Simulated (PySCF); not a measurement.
C4H10Zn, SMILES C[CH2][Zn][CH2]C.

The structure is a stationary point at PBE-D3(BJ)/def2-SVP. The isomer is the one that the SMILES or the coordinates give; other isomers of the formula were not compared. Other conformers were not sampled.

All values below come from PBE0/def2-TZVP (PySCF).

Symmetry labels are those of the subgroup C2 that the program uses (full group C2).

Computed valence orbital energies around the gap with their symmetry:
```
orbital  symmetry  energy (eV)
-------  --------  -----------
HOMO−7          A       -11.23
HOMO−6          B       -11.23
HOMO−5          B       -10.01
HOMO−4          A        -9.98
HOMO−3          A        -9.29
HOMO−2          B        -9.22
HOMO−1          A        -8.07
HOMO            B        -6.51
LUMO            B        -0.06
LUMO+1          A         0.05
LUMO+2          A         0.27
LUMO+3          B         1.59
```
